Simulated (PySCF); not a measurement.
**Which determinant of RbSr lies lowest?**

Unrestricted PBE0; basis Rb def2-SVPD with ECP28, Sr def2-SVPD with ECP28; scalar-relativistic core potentials; PySCF 2.14. Outer shells of the fragments: Rb 5s1; Sr 5s2.

Followed along the bond (rough minima from three points):

```json
{"2Ms+1": "2", "unpaired": "σ ↑", "⟨S²⟩ at the start": "0.76", "R at minimum (Å)": "4.71", "Te (eV)": "0.00"}
{"2Ms+1": "2", "unpaired": "π ↑", "⟨S²⟩ at the start": "0.81", "R at minimum (Å)": "3.98", "Te (eV)": "0.70"}
{"2Ms+1": "2", "unpaired": "δ ↑", "⟨S²⟩ at the start": "0.82", "R at minimum (Å)": "4.11", "Te (eV)": "1.41"}
{"2Ms+1": "4", "unpaired": "σ ↑↑, π ↑", "⟨S²⟩ at the start": "3.75", "R at minimum (Å)": "4.40", "Te (eV)": "1.53"}
```

Solutions found at the starting distance of 3.770 Å, counted from the lowest of them; the search is not exhaustive and high or unbound solutions are not listed, so other states can lie among these:

```
2Ms+1   unpaired   term  E (eV)  ⟨S²⟩  ⟨Lz²⟩  μ (D)
    2        σ ↑    ²Σ⁺    0.00  0.76   0.00  -1.41
    2        π ↑     ²Π    0.47  0.81   1.04  -4.59
    2        δ ↑     ²Δ    1.21  0.82   4.00  -4.59
    4  σ ↑↑, π ↑     ⁴Π    1.41  3.75   1.02  -1.87
    4  σ ↑, π ↑↑    ⁴Σ⁻    1.84  3.75   0.00  -2.55
    2  σ ↑↑, π ↓  mixed    1.84  1.75   1.03  -1.21
    4      σ ↑↑↑    ⁴Σ⁺    1.95  3.75   0.00  -1.61
    4  σ ↑↑, δ ↑     ⁴Δ    2.00  3.75   4.00  -1.67
    2  σ ↑, π ↑↓  mixed    2.29  1.75   2.03  -2.54
    2  σ ↑↑, δ ↓  mixed    2.34  1.75   4.00  -2.19
```

A term symbol is given only where ⟨S²⟩ and ⟨Lz²⟩ are close to those of a pure state; real π, δ and φ orbitals otherwise mix terms. A positive dipole means Rb(−)Sr(+).

Question: Compare the gap between the two lowest followed solutions at the starting distance with the gap between their minima.

Answer: At PBE0 the second solution (doublet, unpaired electrons π ↑) lies +0.47 eV from the first (doublet, unpaired electrons σ ↑) at 3.770 Å and +0.70 eV at the minima; the two curves relax by different amounts, since their minima lie near 3.98 and 4.71 Å.

Spin–orbit coupling is left out. Counting both spins, an empty level lies below a filled one in some of these solutions, because spin and occupation are held.
